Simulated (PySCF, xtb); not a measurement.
ZrIH₃, SMILES [ZrH3][I], multiplicity 1.

GFN2-xTB (xtb) at its own geometry gives an orbital gap of 2.39 eV and a dipole moment of 7.40 D.

The structure is a stationary point at B3LYP-D3(BJ)/def2-TZVP. The multiplicity is an assumed one; no other spin state was optimised. The structure was generated by enumeration; whether it is a known compound was not checked. The def2 effective core potentials stand for the cores of I, Zr; spin–orbit coupling is left out.

Q: What does PBE/def2-TZVPD (PySCF) give? (Estimate from the structure and the level; the computed values follow.)

A: gap 3.56 eV (levels -7.18 and -3.62 eV), dipole 0.11 D.
